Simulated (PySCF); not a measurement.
# Se (selenium, neutral): UHF calculation

Configuration: [Ar] 3d10 4s2 4p4, high-spin 3P determinant. Computed with PySCF 2.14 in dyall-av2z (16s12p8d, 92 functions), with no relativity, point nucleus.

- Total energy: -2399.845631 hartree
- One-electron energy: -3343.2894 hartree
- Hartree (Coulomb) energy: 1028.9863 hartree
- Exchange energy: -85.5425 hartree
- Kinetic energy: 2399.87335 hartree
- ⟨S²⟩: 2.0086
- ⟨L²⟩: 2.027
- Sum of ⟨r⟩: 25.44 bohr
- Sum of ⟨r²⟩: 41.42 bohr²
- Traceless quadrupole moment −½Σ⟨3z² − r²⟩ along its main axis: -2.89 e·bohr²
- Density at the nucleus (Gaussians lack the cusp): 26800 bohr⁻³
- Spin density at the nucleus: -0.141 bohr⁻³
- Langevin diamagnetic susceptibility: -32.8 ×10⁻⁶ cm³/mol

| shell | electrons | mean orbital energy (eV) | spread (eV) | rms radius, mean of both spins (bohr) |
| --- | --- | --- | --- | --- |
| 1s α | 1 | -12541.0 | 0 | 0.0521 |
| 1s β | 1 | -12540.8 | 0 | 0.0521 |
| 2s α | 1 | -1651.0 | 0 | 0.216 |
| 2s β | 1 | -1650.9 | 0 | 0.216 |
| 2p α | 3 | -1476.9 | 0.177 | 0.191 |
| 2p β | 3 | -1476.7 | 0.059 | 0.191 |
| 3s α | 1 | -243.31 | 0 | 0.623 |
| 3s β | 1 | -242.94 | 0 | 0.623 |
| 3p α | 3 | -181.60 | 0.574 | 0.640 |
| 3p β | 3 | -181.10 | 0.044 | 0.640 |
| 3d α | 5 | -72.298 | 0.536 | 0.693 |
| 3d β | 5 | -72.048 | 0.304 | 0.693 |
| 4s α | 1 | -25.548 | 0 | 2.01 |
| 4s β | 1 | -20.265 | 0 | 2.01 |
| 4p α | 3 | -11.625 | 1.678 | 2.50 |
| 4p β | 1 | -9.408 | 0 | 2.50 |

Spin-orbit constants ζ (cm⁻¹) from the X2C one-electron operator on these orbitals (non-relativistic here): bare nucleus, nucleus screened by l(l+1)(2l+1)/3 electrons, and screened by the Breit-Pauli mean field of the electrons.

| shell | bare | screened nucleus | mean field |
| --- | --- | --- | --- |
| 2p | 215900 | 203200 | 197200 |
| 3p | 29970 | 28210 | 27170 |
| 3d | 3882 | 2740 | 2555 |
| 4p | 1781 | 1677 | 1602 |

To first order the Landé constant is A = -800.8 cm⁻¹, so the lowest level has J = 2 and lies 0.0993 eV below the centre of the term. This holds in LS coupling only.
